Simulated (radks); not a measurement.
Q: The mean radii <r> (bohr) of the occupied orbitals of an atom or ion are listed with their occupations. All-electron calculation, non-relativistic Kohn-Sham, exchange-only LDA, spin-polarised, spherical densities, point nucleus. Program: a radial shooting solver on a logarithmic mesh with Libxc functionals.

| orbital | occ. | <r> |
|---|---|---|
| 1s | 2 | 0.07029 |
| 2s | 2 | 0.3252 |
| 2p | 6 | 0.2872 |
| 3s | 2 | 0.8701 |

Name the element and its charge. Open shells, if any, are filled with parallel spins first.

A: Z = 22, titanium, charge +10: Ti10+ in [Ne] 3s2. The 1s radius gives Z: for a bare nucleus <r> = 1.5/Z, 0.06818 bohr for Z = 22, and screening makes it slightly larger (0.07029 here). The occupations add up to 12, and the charge is Z minus that.
